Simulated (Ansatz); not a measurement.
Ansatz (a quantum-chemistry and plane-wave program) input (CCSD(T)/def2-SVPD):

Ansatz 0.2 input:
```yaml
crystal:
  periodic: [false, false, false]
  atoms:
    - {symbol: Bi, position_ang: [0.80742185, 0.42617763, 0.28107635]}
    - {symbol: I, position_ang: [-0.98694290, 1.24680482, -1.59755100]}
    - {symbol: I, position_ang: [-0.27751018, -1.91421507, 1.15737482]}
basis:
  gaussian:
    orbitals: def2-SVPD
total_charge: 2
magnetization: {spin_polarized: true, initial_magnetization: 1}
correlation: {method: ccsd_t, electrons: outside_noble_gas}
```

End of the output:

```
mean field evaluation 960: about -21934.3274 eV, gradient 1.3e-2 eV
mean field evaluation 992: about -21934.7106 eV, gradient 1.9e-1 eV
mean field evaluation 1024: about -21933.3022 eV, gradient 7.2e0 eV
mean field evaluation 1056: about -21933.2587 eV, gradient 6.1e0 eV
mean field evaluation 1088: about -21933.0752 eV, gradient 3.2e0 eV
mean field evaluation 1120: about -21936.6545 eV, gradient 3.2e0 eV
mean field evaluation 1152: about -21936.4044 eV, gradient 5.3e-4 eV
mean field -21937.33382062 eV, -806.1821482490 hartree, gradient 1.4e-6 eV, S^2 1.406479; 28 other end points of the search recorded, 0 dependent functions left out
determinant -21937.33382062 eV, -806.1821482490 hartree, with singles and doubles -21944.65774105 eV, -806.4512973605 hartree
determinant -21937.14228095 eV, -806.1751092957 hartree, with singles and doubles -21944.72011298 eV, -806.4535894865 hartree
determinant -21936.93562254 eV, -806.1675147393 hartree, with singles and doubles -21944.29031797 eV, -806.4377948112 hartree
determinant -21936.82341862 eV, -806.1633913212 hartree, with singles and doubles -21944.45266308 eV, -806.4437608840 hartree
determinant -21936.81869139 eV, -806.1632175988 hartree, with singles and doubles -21944.68289823 eV, -806.4522218697 hartree
determinant -21936.56554577 eV, -806.1539146690 hartree, with singles and doubles -21944.45356414 eV, -806.4437939973 hartree
determinant -21936.40438197 eV, -806.1479920085 hartree, with singles and doubles -21943.14481179 eV, -806.3956982357 hartree
determinant -21935.36710305 eV, -806.1098727113 hartree, with singles and doubles -21943.57029502 eV, -806.4113344560 hartree
determinant -21934.77539995 eV, -806.0881280233 hartree, with singles and doubles -21942.37312008 eV, -806.3673390883 hartree
determinant -21934.71387665 eV, -806.0858670839 hartree, with singles and doubles -21942.87889612 eV, -806.3859260148 hartree
determinant -21934.52770241 eV, -806.0790253068 hartree, with singles and doubles -21942.24124354 eV, -806.3624927149 hartree
determinant -21934.32738931 eV, -806.0716639362 hartree, with singles and doubles -21942.22939483 eV, -806.3620572829 hartree
determinant -21934.27567909 eV, -806.0697636206 hartree, with singles and doubles -21942.50266081 eV, -806.3720996224 hartree
determinant -21934.27093193 eV, -806.0695891656 hartree, with singles and doubles -21942.41424912 eV, -806.3688505526 hartree
determinant -21934.20641003 eV, -806.0672180295 hartree, with singles and doubles -21942.26619017 eV, -806.3634094864 hartree
determinant -21934.06022725 eV, -806.0618459114 hartree, with singles and doubles -21942.18066649 eV, -806.3602665494 hartree
determinant -21933.87642344 eV, -806.0550912459 hartree, with singles and doubles -21941.91809584 eV, -806.3506172558 hartree
determinant -21933.87056868 eV, -806.0548760876 hartree, with singles and doubles -21942.47045039 eV, -806.3709159111 hartree
determinant -21937.33382062 eV, -806.1821482490 hartree, with singles and doubles -21944.68015966 eV, -806.4521212291 hartree
determinant -21937.14228095 eV, -806.1751092957 hartree, with singles and doubles -21944.73099557 eV, -806.4539894143 hartree
determinant -21936.93562254 eV, -806.1675147393 hartree, with singles and doubles -21944.30850211 eV, -806.4384630661 hartree
determinant -21936.82341862 eV, -806.1633913212 hartree, with singles and doubles -21944.46232505 eV, -806.4441159549 hartree
determinant -21936.81869139 eV, -806.1632175988 hartree, with singles and doubles -21944.69421405 eV, -806.4526377182 hartree
determinant -21937.33382062 eV, -806.1821482490 hartree, with singles and doubles -21944.70468331 eV, -806.4530224567 hartree
determinant -21937.14228095 eV, -806.1751092957 hartree, with singles and doubles -21944.73951882 eV, -806.4543026380 hartree
determinant -21936.93562254 eV, -806.1675147393 hartree, with singles and doubles -21944.42680560 eV, -806.4428106389 hartree
determinant -21936.82341862 eV, -806.1633913212 hartree, with singles and doubles -21944.53701965 eV, -806.4468609305 hartree
determinant -21936.81869139 eV, -806.1632175988 hartree, with singles and doubles -21944.69647066 eV, -806.4527206471 hartree
determinant -21936.56554577 eV, -806.1539146690 hartree, with singles and doubles -21944.45647188 eV, -806.4439008549 hartree
27 core orbitals not correlated
reference -21937.14228095 eV, -806.1751092957 hartree; 9, 8 occupied and 66, 67 virtual orbitals, 1291 factors
second order -6.79665198 eV of doubles, -0.00000000 eV of singles
coupled cluster: 0.47 GiB planned
cycle   1  -7.59724193 eV  change   -4.1e-6 eV  update   5.0e-6
coupled cluster: 0.47 GiB planned
perturbative correction -0.37652804 eV, -0.0138371503 hartree
Total energy: -21945.11605092 eV, -806.4681399372 hartree
```

This state (charge 2, doublet) is run at the relaxed geometry of the species with charge 1 and multiplicity 1.
